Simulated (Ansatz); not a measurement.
System: WF, net charge 0, sextet state. The spin state was set by rule; other spins were not relaxed. 
Structure (B3LYP-D3(BJ)/def2-TZVP (Ansatz, a program for electronic structure) minimum search):
SMILES: [F][W]
```xyz
2

W      0.0000     0.0000    -0.2066
F      0.0000     0.0000     1.6986
```
Charge 0, spin multiplicity 6.

Dipole moments at this geometry, in debye (magnitudes).

```json
[
 {"level": "BLYP/def2-TZVPD", "program": "Ansatz", "dipole (D)": "2.49"},
 {"level": "revPBE/def2-TZVPD", "program": "Ansatz", "dipole (D)": "2.48"},
 {"level": "r2SCAN/def2-TZVPD", "program": "Ansatz", "dipole (D)": "2.66"},
 {"level": "BHLYP/def2-TZVPD", "program": "Ansatz", "dipole (D)": "3.14"},
 {"level": "r2SCANh/def2-TZVPD", "program": "Ansatz", "dipole (D)": "2.79"},
 {"level": "HSE06/def2-TZVPD", "program": "Ansatz", "dipole (D)": "2.85"},
 {"level": "CAM-B3LYP/def2-TZVPD", "program": "Ansatz", "dipole (D)": "2.87"},
 {"level": "wB97M-V/def2-TZVPD", "program": "Ansatz", "dipole (D)": "2.80"},
 {"level": "wB97X-V/def2-TZVPD", "program": "Ansatz", "dipole (D)": "2.75"},
 {"level": "CCSD(T)/def2-SVPD", "program": "Ansatz", "dipole (D)": "3.06"}
]
```
